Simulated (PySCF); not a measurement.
C4H4ClF, SMILES C(F)=C=C(C)Cl. Geometry: PBE-D3(BJ)/def2-SVP. This is a generated structure with no PubChem entry under its InChIKey; it may be hypothetical.

Computed equilibrium geometry at PBE-D3(BJ)/def2-SVP (PySCF confirms it by a frequency run) as bond lengths and angles:
Atoms: C1 C2 Cl3 C4 C5 F6 H7 H8 H9 H10. Bonded distances (Å): C1–C2 1.500, C1–H7 1.106, C1–H8 1.109, C1–H9 1.109, C2–Cl3 1.772, C2–C4 1.319, C4–C5 1.318, C5–F6 1.349, C5–H10 1.105. Angles (°): C2–C1–H7 110.7, C2–C1–H8 110.2, C2–C1–H9 110.1, H7–C1–H8 109.3, H7–C1–H9 109.2, H8–C1–H9 107.2, C1–C2–Cl3 113.6, C1–C2–C4 126.8, Cl3–C2–C4 119.6, C2–C4–C5 177.5, C4–C5–F6 123.7, C4–C5–H10 124.2, F6–C5–H10 112.2.
